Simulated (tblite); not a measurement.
Record of a relaxation.

Compound: C5H6F3P.
SMILES with atom numbers: `[CH3:1][C@@H:2]1[CH2:3][P:4]1[C:5]([F:6])=[C:7]([F:8])[F:9]` (hydrogens: H10, H11, H12 on C1; H13 on C2; H14, H15 on C3)

Computed with GFN2-xTB (tblite), gas phase: L-BFGS steps from a force-field or distance-geometry start until the largest atomic force falls under 0.01 eV/Å. 7 of its 43 geometries are shown.

Step 0: E = -827.6091 eV, largest atomic force 1.419 eV/Å
```
atom  x, y, z in Å  |  force x, y, z in eV/Å
C1     -2.362   -0.001   -0.392   -1.387   0.296   0.034
C2     -0.928   -0.343   -0.346    0.437  -0.493   0.494
C3     -0.391   -1.183    0.793   -0.270   0.475  -0.206
P4      0.154    0.582    0.816    0.187   0.448   0.587
C5      1.772    0.416   -0.033    0.031   0.025  -0.134
F6      1.975   -0.618   -0.889   -0.014   0.289   0.243
C7      2.759    1.305    0.140   -0.178  -0.550  -0.237
F8      3.933    1.145   -0.511   -0.551   0.807   0.822
F9      2.617    2.353    0.977    0.610  -0.724  -0.825
H10    -2.937   -0.815   -0.855    0.136   0.122   0.059
H11    -2.807    0.175    0.599    0.292  -0.034  -0.208
H12    -2.527    0.899   -0.993    0.005  -0.132   0.088
H13    -0.534   -0.525   -1.320    0.429  -0.223  -0.534
H14    -1.075   -1.460    1.584   -0.052   0.039  -0.058
H15     0.347   -1.922    0.579    0.323  -0.346  -0.126
```

Step 7: E = -827.7712 eV, largest atomic force 0.147 eV/Å
```
atom  x, y, z in Å  |  force x, y, z in eV/Å
C1     -2.388    0.001   -0.394   -0.039   0.011  -0.007
C2     -0.924   -0.348   -0.343   -0.027  -0.035  -0.010
C3     -0.388   -1.172    0.788   -0.031  -0.002  -0.015
P4      0.149    0.595    0.850    0.125   0.077   0.002
C5      1.749    0.406   -0.041    0.059   0.036   0.001
F6      1.954   -0.629   -0.885   -0.100   0.002   0.048
C7      2.746    1.270    0.127    0.009  -0.018  -0.023
F8      3.934    1.220   -0.460    0.007   0.016   0.006
F9      2.665    2.322    0.931   -0.064  -0.044  -0.004
H10    -2.947   -0.814   -0.855   -0.003   0.002   0.021
H11    -2.791    0.177    0.602    0.042  -0.010   0.002
H12    -2.541    0.899   -0.991   -0.029  -0.008  -0.001
H13    -0.499   -0.539   -1.322    0.080   0.009  -0.017
H14    -1.080   -1.454    1.569   -0.058  -0.026   0.007
H15     0.356   -1.926    0.574    0.031  -0.009  -0.009
```

Step 14: E = -827.7758 eV, largest atomic force 0.041 eV/Å
```
atom  x, y, z in Å  |  force x, y, z in eV/Å
C1     -2.386    0.001   -0.396   -0.001   0.001   0.003
C2     -0.919   -0.344   -0.346   -0.003   0.018   0.007
C3     -0.389   -1.167    0.788   -0.017  -0.006  -0.024
P4      0.155    0.601    0.852    0.006   0.019  -0.003
C5      1.752    0.403   -0.042    0.010  -0.025  -0.016
F6      1.930   -0.638   -0.880    0.002  -0.029  -0.015
C7      2.751    1.265    0.120   -0.022   0.002   0.016
F8      3.943    1.230   -0.458   -0.040   0.000   0.011
F9      2.647    2.312    0.931    0.004   0.008   0.002
H10    -2.948   -0.816   -0.848    0.030   0.005   0.020
H11    -2.777    0.176    0.606    0.025   0.004  -0.018
H12    -2.551    0.897   -0.992    0.005  -0.023   0.013
H13    -0.479   -0.533   -1.321   -0.006   0.018   0.005
H14    -1.090   -1.456    1.561   -0.010   0.013  -0.006
H15     0.356   -1.921    0.575    0.018  -0.004   0.006
```

Step 21: E = -827.7770 eV, largest atomic force 0.018 eV/Å
```
atom  x, y, z in Å  |  force x, y, z in eV/Å
C1     -2.380    0.002   -0.394   -0.006   0.000   0.002
C2     -0.913   -0.337   -0.349   -0.002   0.000   0.000
C3     -0.390   -1.164    0.785   -0.001  -0.004  -0.004
P4      0.158    0.603    0.853   -0.013  -0.005   0.011
C5      1.750    0.393   -0.044    0.007   0.002  -0.003
F6      1.927   -0.648   -0.881    0.009  -0.004   0.004
C7      2.743    1.260    0.120    0.008   0.003  -0.002
F8      3.935    1.233   -0.457    0.004   0.003  -0.003
F9      2.633    2.306    0.931   -0.003  -0.002   0.000
H10    -2.937   -0.823   -0.837   -0.002   0.005   0.010
H11    -2.764    0.179    0.609   -0.002   0.009  -0.008
H12    -2.553    0.893   -0.994   -0.003  -0.010   0.000
H13    -0.474   -0.520   -1.324    0.001   0.004  -0.004
H14    -1.097   -1.451    1.552   -0.001   0.003  -0.003
H15     0.358   -1.918    0.579    0.004  -0.006  -0.001
```

Step 28: E = -827.7773 eV, largest atomic force 0.025 eV/Å
```
atom  x, y, z in Å  |  force x, y, z in eV/Å
C1     -2.380    0.002   -0.392   -0.012   0.007   0.000
C2     -0.913   -0.336   -0.349   -0.002  -0.001  -0.001
C3     -0.390   -1.167    0.781    0.010   0.015   0.018
P4      0.160    0.599    0.856   -0.008  -0.013   0.000
C5      1.752    0.392   -0.043    0.010  -0.006   0.001
F6      1.933   -0.652   -0.877   -0.004  -0.006  -0.003
C7      2.744    1.260    0.120    0.002   0.009   0.006
F8      3.936    1.237   -0.458   -0.005  -0.001   0.002
F9      2.629    2.305    0.931    0.003   0.010  -0.001
H10    -2.940   -0.826   -0.827    0.005  -0.004   0.005
H11    -2.764    0.189    0.609    0.008   0.002   0.008
H12    -2.556    0.888   -0.999    0.002   0.002  -0.013
H13    -0.474   -0.513   -1.326    0.002  -0.004  -0.007
H14    -1.100   -1.450    1.547    0.004  -0.012  -0.003
H15     0.359   -1.921    0.578   -0.015   0.002  -0.012
```

Step 35: E = -827.7777 eV, largest atomic force 0.022 eV/Å
```
atom  x, y, z in Å  |  force x, y, z in eV/Å
C1     -2.381    0.006   -0.390    0.012  -0.004  -0.003
C2     -0.913   -0.332   -0.351    0.010   0.013   0.001
C3     -0.392   -1.171    0.776    0.000  -0.010  -0.011
P4      0.163    0.592    0.861    0.015  -0.009  -0.014
C5      1.758    0.386   -0.037   -0.016   0.008   0.008
F6      1.944   -0.661   -0.867   -0.004   0.016   0.014
C7      2.744    1.263    0.121   -0.009  -0.004  -0.004
F8      3.936    1.246   -0.457   -0.003  -0.006   0.003
F9      2.624    2.312    0.927   -0.005  -0.006  -0.006
H10    -2.942   -0.833   -0.801   -0.010  -0.008  -0.001
H11    -2.755    0.214    0.611    0.001   0.011   0.000
H12    -2.562    0.877   -1.016    0.002   0.008   0.003
H13    -0.475   -0.504   -1.329   -0.002  -0.011   0.013
H14    -1.103   -1.460    1.540    0.005   0.001  -0.004
H15     0.351   -1.927    0.564    0.003   0.001   0.000
```

Step 42: E = -827.7779 eV, largest atomic force 0.009 eV/Å
```
atom  x, y, z in Å  |  force x, y, z in eV/Å
C1     -2.380    0.009   -0.389    0.007   0.001   0.002
C2     -0.912   -0.331   -0.351    0.002  -0.007   0.000
C3     -0.392   -1.175    0.772   -0.002  -0.005   0.001
P4      0.164    0.588    0.864   -0.002   0.002  -0.007
C5      1.758    0.386   -0.034   -0.004   0.000   0.002
F6      1.946   -0.662   -0.861   -0.002   0.002   0.001
C7      2.742    1.265    0.122   -0.002  -0.003   0.000
F8      3.934    1.246   -0.456    0.000   0.001   0.002
F9      2.620    2.316    0.924   -0.001   0.001  -0.004
H10    -2.943   -0.835   -0.788   -0.004   0.008   0.001
H11    -2.750    0.229    0.610    0.000   0.000   0.002
H12    -2.563    0.873   -1.023    0.004  -0.003  -0.004
H13    -0.474   -0.505   -1.329   -0.001   0.007  -0.002
H14    -1.103   -1.465    1.535    0.000  -0.006   0.003
H15     0.350   -1.931    0.556    0.004   0.002   0.003
```

**Question.** Summarise the path.

**Answer.** The energy falls by 0.1688 eV from step 0 to step 42; nine tenths of that is first reached at step 4. It falls at every step. The largest force goes from 1.419 to 0.009 eV/Å. Among the bonds C1–C2 changes most, from 1.475 to 1.507 Å; the atoms move by 0.058 Å rms after alignment.
